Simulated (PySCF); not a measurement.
Input of a run (PBE0-D3(BJ)/def2-SVP geometry optimisation, gas phase (PySCF 2.14.0)), started from GFN2-xTB:
```
{"job": {"xc": "PBE0", "basis": "def2-SVP", "d3": "d3bj", "grid": 1, "kind": "geom"}, "charge": 0, "multiplicity": 1}
Si    -1.364786     2.174819     0.131539
O     -0.839783     0.748634     0.660797
Si    -0.488545    -0.856547     0.686048
Si    -2.345360    -1.973195    -0.133554
Si     1.580641    -0.995123    -0.359866
Si     3.006333     0.821053    -0.139306
H     -2.826297     2.147631     0.169301
H     -0.794587     3.155654     1.049461
H     -0.876268     2.344268    -1.238556
H     -0.354700    -1.070275     2.144101
H     -2.790574    -1.455398    -1.434961
H     -2.022490    -3.389955    -0.342422
H     -3.541895    -1.952116     0.718959
H      2.244539    -2.228073     0.107293
H      1.376083    -1.277394    -1.797034
H      4.154271     0.813930    -1.055354
H      3.577818     0.917673     1.208670
H      2.296840     2.080733    -0.386772
```

Output (energies in Eh, forces in Eh/bohr):
```
step   0  E = -1528.74192730  max force = 0.013668
step   1  E = -1528.75485618  max force = 0.013848
step   2  E = -1528.75648014  max force = 0.007638
step   3  E = -1528.75704461  max force = 0.002753
step   4  E = -1528.75720498  max force = 0.002752
step   5  E = -1528.75746930  max force = 0.003794
step   6  E = -1528.75768371  max force = 0.003875
step   7  E = -1528.75795620  max force = 0.003060
step   8  E = -1528.75816767  max force = 0.001471
step   9  E = -1528.75837888  max force = 0.001482
step  10  E = -1528.75841267  max force = 0.001175
step  11  E = -1528.75843343  max force = 0.000297
step  12  E = -1528.75843439  max force = 0.000245
optimisation converged
```

Summarise the run.

The energy falls by 43.3 kJ/mol over 13 energy and gradient evaluations, the largest force component goes from 0.0137 to 2.4e-04 Eh/bohr, and the atoms move by 0.302 Å rms after alignment. The bond that changes most is Si1–O2 (oxygen-bound silicon to siloxane oxygen), which lengthens by 0.052 Å. Bonds longer at the end by more than 0.005 Å: 17 of 17; shorter: 0. Among the angles that change most is Si1–O2–Si3, from 160.1° to 138.4°. Among the dihedrals that turn most is H15–Si5–Si6–H17, from -163° to 176°. The energy never rose by more than 1e-6 Eh on the way. The first step brought 78 % of the lowering.

What are the final bond lengths?

Si1–O2 1.662 Å, O2–Si3 1.675 Å, Si3–Si4 2.350 Å, Si3–Si5 2.352 Å, Si5–Si6 2.345 Å, Si1–H7 1.495 Å, Si1–H8 1.488 Å, Si1–H9 1.496 Å, Si3–H10 1.494 Å, Si4–H11 1.497 Å, Si4–H12 1.496 Å, Si4–H13 1.496 Å, Si5–H14 1.497 Å, Si5–H15 1.498 Å, Si6–H16 1.495 Å, Si6–H17 1.495 Å, Si6–H18 1.495 Å. Numbering counts from 1 in the input's order; the species is `[SiH3][SiH2][Si@@H](O[SiH3])[SiH3]`.

The run used 164 basis functions and 87 SCF cycles in all.

Stationary, but not proved a minimum. One conformer, not necessarily the lowest.
